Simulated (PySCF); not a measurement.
Gas-phase equilibrium of 1 mol MgCl₂, 1.2 mol H₂O at 1200 K and 0.0100 bar, among 19 species (ClO, O₂, HCl, O, HO₂, H₂O, H, HOCl, H₂O₂, O₃, MgCl₂, H₂, MgH₂, MgCl, MgH, Cl, Cl₂, Mg, OH). Only gases are allowed; each row takes one source of thermochemistry for all species, and Cantera finds the minimum.

Computed with PySCF and rigid-rotor harmonic-oscillator thermochemistry at 1 bar. † marks an energy on the PBE0/def2-TZVP geometry and frequencies; other levels use their own. Open shells (unrestricted) among the columns below: O₂ (multiplicity 3), MgCl (multiplicity 2); the rest are closed-shell singlets. The harmonic model lacks anharmonicity and excited electronic states, which grow with temperature; levels with a mode under 35 cm⁻¹ are left out. Soft modes under 120 cm⁻¹ make the harmonic entropy rough for MgCl₂.

Molecules larger than those listed are left out. Table species left out: MgO, MgOH, Mg(OH)2, Mg2.

Mole fractions:

```json
[
 {"thermochemistry": "BLYP/def2-TZVP†", "x H₂O": "0.54", "x MgCl₂": "0.45", "x H₂": "0.00036", "x HCl": "0.00052", "x O₂": "0.00031", "x Mg": "0.00020", "x MgCl": "0.00011"},
 {"thermochemistry": "M06-2X/def2-TZVP†", "x H₂O": "0.55", "x MgCl₂": "0.45", "x H₂": "4.4e-5", "x HCl": "0.00017", "x O₂": "6.3e-5", "x Mg": "4.8e-5", "x MgCl": "7.2e-5"},
 {"thermochemistry": "PBE/def2-SVP", "x H₂O": "0.54", "x MgCl₂": "0.45", "x H₂": "0.00078", "x HCl": "0.00036", "x O₂": "0.00048", "x Mg": "0.00011", "x MgCl": "0.00014"},
 {"thermochemistry": "PBE0/def2-QZVP†", "x H₂O": "0.55", "x MgCl₂": "0.45", "x H₂": "2.8e-5", "x HCl": "0.00019", "x O₂": "6.1e-5", "x Mg": "4.2e-5", "x MgCl": "0.00011"},
 {"thermochemistry": "PBE0/def2-SVP†", "x H₂O": "0.54", "x MgCl₂": "0.45", "x H₂": "0.00021", "x HCl": "0.00022", "x O₂": "0.00016", "x Mg": "5.5e-5", "x MgCl": "0.00011"},
 {"thermochemistry": "ωB97M-V/def2-TZVP†", "x H₂O": "0.55", "x MgCl₂": "0.45", "x H₂": "4.9e-5", "x HCl": "0.00017", "x O₂": "6.7e-5", "x Mg": "7.9e-5", "x MgCl": "1.7e-5"}
]
```
The most sensitive of these is H₂: it spans a factor of 10^1.5 over these rows; at this temperature one factor of ten is RT ln 10 = 23 kJ/mol.
